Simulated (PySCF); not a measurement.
C4H7FO. Atoms are numbered in the order given.

```xyz
13

C      2.1991     0.0069     0.4831
O      1.0005     0.6023     0.0773
C     -0.1060     0.0689     0.6898
C     -0.6838    -1.2271     0.1596
C     -1.3725     0.0737    -0.0934
F     -1.3389     0.5706    -1.3484
H      2.3756     0.1338     1.5688
H      3.0158     0.4973    -0.0640
H      2.2183    -1.0761     0.2574
H     -0.1778     0.2526     1.7736
H     -1.1286    -1.9583     0.8394
H     -0.1639    -1.6398    -0.7098
H     -2.3145     0.3019     0.4170
```
Charge 0, spin multiplicity 1.

Coordinates come from a PBE0-D3(BJ)/def2-SVP optimisation. The structure was generated by enumeration; whether it is a known compound was not checked. One conformer was computed; it need not be the lowest.

Calculation: TDA-PBE/def2-SVPD run with PySCF.

Vertical excitations. Gas-phase values at a fixed geometry.

| state | energy (eV) | λ (nm) | f | main pairs |
|---|---|---|---|---|
| S1 | 6.03 | 206 | 0.014 | HOMO→LUMO 99 % |
| S2 | 6.40 | 194 | 0.009 | HOMO→LUMO+1 99 % |
| S3 | 6.72 | 185 | 0.009 | HOMO−1→LUMO 98 % |
| S4 | 6.82 | 182 | 0.018 | HOMO→LUMO+2 97 % |
| S5 | 7.01 | 177 | 0.030 | HOMO→LUMO+3 97 % |
| S6 | 7.07 | 175 | 0.009 | HOMO−1→LUMO+1 99 % |
| S7 | 7.38 | 168 | 0.006 | HOMO→LUMO+4 99 % |
| S8 | 7.51 | 165 | 0.013 | HOMO−1→LUMO+2 72 %, HOMO−2→LUMO 23 % |
| S9 | 7.54 | 164 | 0.014 | HOMO−2→LUMO 76 %, HOMO−1→LUMO+2 23 % |
| S10 | 7.72 | 161 | 0.001 | HOMO→LUMO+5 96 % |
| T1 | 5.87 | 211 | 0 | HOMO→LUMO 100 % |
| T2 | 6.27 | 198 | 0 | HOMO→LUMO+1 99 % |
| T3 | 6.51 | 190 | 0 | HOMO−1→LUMO 98 % |
| T4 | 6.69 | 185 | 0 | HOMO→LUMO+2 98 % |
Triplets are in the Tamm–Dancoff approximation.
